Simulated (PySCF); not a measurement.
C2H3O, SMILES [CH2]C=O, multiplicity 2. Atoms are numbered in the order given.

```xyz
6

C      0.1733    -1.1715     0.0000
C     -0.4073     0.1317     0.0000
O      0.2646     1.1747     0.0000
H      1.2597    -1.2718     0.0000
H     -0.4499    -2.0673     0.0000
H     -1.5227     0.1803     0.0000
```
Charge 0, spin multiplicity 2.

Geometry optimised at PBE-D3(BJ)/def2-TZVP. The isomer is the one that the SMILES or the coordinates give; other isomers of the formula were not compared.

Level of theory: PySCF with TDA-ωB97X/def2-SVPD.

Vertical excitations. Isolated molecule, no solvent.

```json
[
 {"state": "root 1", "energy (eV)": "1.54", "λ (nm)": "805", "f": "0.000", "main pairs": "β HOMO→LUMO 94 %"},
 {"state": "root 2", "energy (eV)": "4.91", "λ (nm)": "252", "f": "0.012", "main pairs": "α HOMO→LUMO 27 %, β HOMO−1→LUMO 65 %"},
 {"state": "root 3", "energy (eV)": "5.49", "λ (nm)": "226", "f": "0.000", "main pairs": "α HOMO−1→LUMO 91 %"},
 {"state": "root 4", "energy (eV)": "5.56", "λ (nm)": "223", "f": "0.001", "main pairs": "β HOMO−2→LUMO 93 %"},
 {"state": "root 5", "energy (eV)": "6.19", "λ (nm)": "200", "f": "0.001", "main pairs": "β HOMO→LUMO+2 43 %, β HOMO−3→LUMO 41 %"},
 {"state": "root 6", "energy (eV)": "6.72", "λ (nm)": "184", "f": "0.002", "main pairs": "β HOMO−3→LUMO 50 %, β HOMO→LUMO+2 35 %"},
 {"state": "root 7", "energy (eV)": "6.89", "λ (nm)": "180", "f": "0.270", "main pairs": "α HOMO→LUMO 67 %, β HOMO−1→LUMO 19 %"},
 {"state": "root 8", "energy (eV)": "7.76", "λ (nm)": "160", "f": "0.020", "main pairs": "α HOMO→LUMO+1 72 %, β HOMO−4→LUMO 18 %"},
 {"state": "root 9", "energy (eV)": "7.95", "λ (nm)": "156", "f": "0.004", "main pairs": "α HOMO→LUMO+1 22 %, β HOMO−4→LUMO 60 %"},
 {"state": "root 10", "energy (eV)": "8.01", "λ (nm)": "155", "f": "0.016", "main pairs": "β HOMO→LUMO+1 62 %, β HOMO→LUMO+3 24 %"}
]
```
Unrestricted roots are not spin-pure.
